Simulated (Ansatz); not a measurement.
Steps of a relaxation of `CC(C)[O][Sn][SH]` with RKS PBE0-D4/def2-TZVP.

```sh
$ ansatz run in.yaml --threads 2 --pin off --events-out ev --progress --plain --max-ram 22528MiB --backend cuda --devices 0, --max-vram 18GiB
```

```yaml
crystal:
  periodic: [false, false, false]
  atoms:
    - {symbol: C, position_ang: [-0.152600, -0.927370, -1.149260]}
    - {symbol: C, position_ang: [-0.497170, 0.507990, -0.768630]}
    - {symbol: C, position_ang: [-1.479470, 0.532140, 0.398590]}
    - {symbol: O, position_ang: [0.656580, 1.242820, -0.456440]}
    - {symbol: Sn, position_ang: [2.300900, 1.325720, 0.681320]}
    - {symbol: S, position_ang: [2.180780, -0.801180, 1.919070]}
    - {symbol: H, position_ang: [0.573530, -0.930010, -1.958920]}
    - {symbol: H, position_ang: [0.283330, -1.432670, -0.289620]}
    - {symbol: H, position_ang: [-1.045330, -1.459380, -1.464950]}
    - {symbol: H, position_ang: [-0.957020, 1.008750, -1.634340]}
    - {symbol: H, position_ang: [-1.709200, 1.560700, 0.665530]}
    - {symbol: H, position_ang: [-2.398370, 0.018470, 0.131670]}
    - {symbol: H, position_ang: [-1.025210, 0.038940, 1.256390]}
    - {symbol: H, position_ang: [3.269250, -0.684920, 2.669590]}
basis:
  gaussian: {orbitals: def2-TZVP}
hamiltonian: {xc: pbe0, dispersion: d4}
relax: {f_tol: 0.005, max_steps: 150}
```

Positions (Å) and forces (eV/Å) along the path, 9 of 15 steps:

```xyz
14
step=1 energy=-21950.1164 eV
C    -0.153   -0.927   -1.149    0.041    0.535    0.053
C    -0.497    0.508   -0.769   -0.058   -0.397    0.284
C    -1.479    0.532    0.399    0.379    0.160   -0.355
O     0.657    1.243   -0.456    0.700    0.253    0.329
Sn    2.301    1.326    0.681   -0.520   -0.066   -0.329
S     2.181   -0.801    1.919   -0.658   -0.228   -0.329
H     0.574   -0.930   -1.959    0.070   -0.068   -0.138
H     0.283   -1.433   -0.290    0.037   -0.178    0.092
H    -1.045   -1.459   -1.465   -0.124   -0.172   -0.064
H    -0.957    1.009   -1.634    0.022   -0.033    0.050
H    -1.709    1.561    0.666   -0.085    0.126    0.072
H    -2.398    0.018    0.132   -0.201   -0.100    0.023
H    -1.025    0.039    1.256   -0.018   -0.097    0.167
H     3.269   -0.685    2.670    0.415    0.265    0.146
14
step=2 energy=-21950.1698 eV
C    -0.135   -0.928   -1.146    0.043    0.219    0.127
C    -0.470    0.499   -0.742   -0.156   -0.139   -0.009
C    -1.465    0.538    0.410    0.236    0.006   -0.110
O     0.685    1.238   -0.432    0.226    0.218    0.026
Sn    2.289    1.281    0.706   -0.348   -0.264   -0.090
S     2.071   -0.876    1.900    0.461    0.413    0.101
H     0.587   -0.932   -1.963    0.024   -0.017   -0.037
H     0.297   -1.462   -0.296    0.016   -0.101   -0.015
H    -1.033   -1.457   -1.469   -0.036   -0.045   -0.016
H    -0.927    1.003   -1.606    0.020   -0.016    0.026
H    -1.697    1.570    0.675   -0.013    0.037    0.019
H    -2.390    0.030    0.138   -0.052   -0.030    0.008
H    -1.034    0.039    1.281   -0.039   -0.024    0.086
H     3.223   -0.542    2.545   -0.381   -0.258   -0.114
14
step=6 energy=-21950.2078 eV
C    -0.106   -0.919   -1.157   -0.014   -0.001   -0.004
C    -0.474    0.497   -0.755   -0.022   -0.003   -0.003
C    -1.400    0.534    0.446    0.002   -0.010   -0.002
O     0.674    1.286   -0.527    0.023    0.019   -0.005
Sn    2.244    1.283    0.650    0.030   -0.013    0.019
S     1.942   -0.828    1.882   -0.023    0.035   -0.016
H     0.583   -0.908   -2.004   -0.006    0.006   -0.005
H     0.372   -1.450   -0.330    0.004   -0.017   -0.004
H    -0.998   -1.480   -1.448    0.003   -0.002    0.003
H    -0.991    0.968   -1.603    0.008   -0.004    0.014
H    -1.642    1.567    0.706    0.005    0.000   -0.004
H    -2.334    0.007    0.233    0.006   -0.008    0.006
H    -0.930    0.058    1.311   -0.002   -0.005    0.008
H     3.060   -0.615    2.597   -0.011    0.003   -0.005
14
step=7 energy=-21950.2103 eV
C    -0.104   -0.919   -1.176    0.008   -0.026   -0.026
C    -0.469    0.493   -0.759    0.018    0.068   -0.009
C    -1.362    0.524    0.467   -0.015   -0.007    0.009
O     0.683    1.293   -0.567    0.008   -0.065    0.052
Sn    2.247    1.284    0.628   -0.049   -0.021   -0.035
S     1.861   -0.791    1.894   -0.035    0.023   -0.024
H     0.562   -0.898   -2.041   -0.014    0.003    0.005
H     0.398   -1.454   -0.366    0.003    0.000   -0.005
H    -1.000   -1.483   -1.447    0.006    0.010    0.005
H    -1.014    0.962   -1.591    0.019   -0.003    0.024
H    -1.603    1.555    0.732    0.003    0.001    0.000
H    -2.299   -0.008    0.279    0.021   -0.002   -0.003
H    -0.869    0.050    1.321   -0.010    0.005   -0.012
H     2.970   -0.609    2.627    0.038    0.015    0.019
14
step=10 energy=-21950.2116 eV rejected
C    -0.117   -0.916   -1.203   -0.016   -0.020    0.002
C    -0.465    0.493   -0.761    0.053    0.003    0.019
C    -1.351    0.512    0.471    0.002    0.007   -0.001
O     0.698    1.275   -0.570   -0.054   -0.045    0.008
Sn    2.272    1.257    0.602    0.052    0.013    0.027
S     1.839   -0.740    1.973   -0.024   -0.013   -0.006
H     0.516   -0.891   -2.092    0.004    0.016    0.005
H     0.410   -1.463   -0.417    0.003    0.023    0.006
H    -1.025   -1.473   -1.447   -0.007   -0.014   -0.007
H    -1.013    0.979   -1.579   -0.004    0.017   -0.019
H    -1.595    1.540    0.749    0.010   -0.008   -0.005
H    -2.285   -0.021    0.278   -0.022   -0.001   -0.002
H    -0.860    0.030    1.320    0.017   -0.004    0.006
H     2.975   -0.582    2.675   -0.013    0.026   -0.031
14
step=11 energy=-21950.2125 eV
C    -0.114   -0.918   -1.194   -0.002   -0.005   -0.001
C    -0.465    0.492   -0.758    0.002    0.008   -0.004
C    -1.356    0.514    0.469   -0.002   -0.004    0.002
O     0.695    1.275   -0.562   -0.015   -0.007   -0.007
Sn    2.270    1.263    0.609    0.010    0.001    0.004
S     1.839   -0.751    1.950   -0.009   -0.001   -0.002
H     0.530   -0.892   -2.076    0.000    0.002    0.000
H     0.408   -1.459   -0.400    0.004    0.000    0.000
H    -1.018   -1.478   -1.446    0.000   -0.001   -0.002
H    -1.008    0.976   -1.581    0.002    0.003    0.000
H    -1.593    1.543    0.748    0.003    0.000    0.001
H    -2.294   -0.012    0.274   -0.001    0.001    0.000
H    -0.868    0.028    1.319    0.002    0.000    0.002
H     2.973   -0.581    2.650    0.008    0.001    0.006
14
step=12 energy=-21950.2105 eV rejected
C    -0.117   -0.919   -1.196    0.046    0.087   -0.134
C    -0.467    0.495   -0.762    0.009   -0.170    0.148
C    -1.354    0.507    0.471    0.032    0.138   -0.010
O     0.697    1.270   -0.564    0.005    0.021   -0.005
Sn    2.279    1.256    0.599   -0.028   -0.024    0.004
S     1.827   -0.739    1.965    0.083    0.031    0.036
H     0.520   -0.885   -2.084   -0.007   -0.034    0.013
H     0.418   -1.462   -0.411   -0.036    0.048    0.008
H    -1.019   -1.484   -1.447   -0.009    0.010    0.018
H    -1.008    0.987   -1.584   -0.003   -0.050    0.033
H    -1.582    1.538    0.755   -0.017   -0.015    0.007
H    -2.297   -0.009    0.277   -0.006   -0.018   -0.012
H    -0.867    0.019    1.321    0.004   -0.009   -0.063
H     2.970   -0.574    2.660   -0.073   -0.014   -0.042
14
step=14 energy=-21950.2126 eV
C    -0.117   -0.918   -1.203    0.000    0.000    0.001
C    -0.465    0.491   -0.759    0.001    0.000    0.001
C    -1.350    0.509    0.473    0.001    0.000    0.000
O     0.698    1.270   -0.566    0.005    0.002    0.000
Sn    2.276    1.256    0.602   -0.005   -0.003    0.000
S     1.826   -0.736    1.969    0.004    0.003    0.001
H     0.518   -0.888   -2.091   -0.001    0.000    0.000
H     0.414   -1.459   -0.415   -0.001    0.001   -0.001
H    -1.023   -1.479   -1.448    0.001    0.000    0.000
H    -1.011    0.980   -1.578   -0.001    0.000   -0.001
H    -1.580    1.538    0.758    0.000   -0.001    0.000
H    -2.292   -0.011    0.278    0.000    0.000    0.000
H    -0.860    0.017    1.317   -0.001    0.000   -0.001
H     2.965   -0.571    2.664   -0.003    0.000   -0.002
14
step=15 energy=-21950.2126 eV
C    -0.117   -0.918   -1.204    0.001    0.001    0.000
C    -0.464    0.491   -0.759   -0.001   -0.001    0.001
C    -1.350    0.509    0.473    0.001    0.000    0.000
O     0.699    1.269   -0.567    0.002    0.000    0.000
Sn    2.276    1.256    0.602    0.000    0.001    0.000
S     1.826   -0.736    1.971    0.000   -0.001    0.000
H     0.517   -0.888   -2.092    0.000    0.000    0.000
H     0.413   -1.459   -0.416   -0.001    0.000    0.000
H    -1.023   -1.479   -1.448    0.000    0.000    0.000
H    -1.011    0.980   -1.578    0.000   -0.001    0.000
H    -1.579    1.538    0.758    0.000    0.000    0.000
H    -2.292   -0.010    0.278    0.001    0.000    0.000
H    -0.860    0.016    1.317   -0.001    0.000    0.000
H     2.965   -0.570    2.665   -0.001    0.000   -0.001
```

It took 23 s on 2 threads of an AMD EPYC 7R13 on a shared host and a share of an NVIDIA H100 80 GB, with 0.96 GiB of host memory at the peak.
